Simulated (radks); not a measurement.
Fractional charge and spin in the 4s shell of iron: the spin-up occupation runs from 0 to 1 and the spin-down occupation from 0 to 1; the fullest corner is Fe, [Ar] 3d(up 3, down 3) 4s(up 1, down 1). Method: non-relativistic Kohn-Sham, PBE, spin-polarised, spherical densities, point nucleus; computed with a radial shooting solver on a logarithmic mesh with Libxc functionals. Energy (eV) minus the two flat planes that join the four corners (they meet along the diagonal where the two added fractions sum to one electron); zero is where a piecewise linear energy would lie.

down \ up,0,0.5,1
0,0.000,-0.915,0.000
0.5,-0.915,0.268,-0.797
1,0.000,-0.797,0.000

Corners above the fullest one (they belong to Fe+ and the next ion): (up 1, down 0) 8.332 eV, (up 0, down 1) 8.332 eV, (up 0, down 0) 24.593 eV. With half an added electron in each spin the energy lies 0.268 eV from the planes, and with half an added electron in spin up alone -0.915 eV. The planes are only a guide here: the flat-plane condition holds for ground states with one frontier orbital, while other shells are open and held unpolarised.
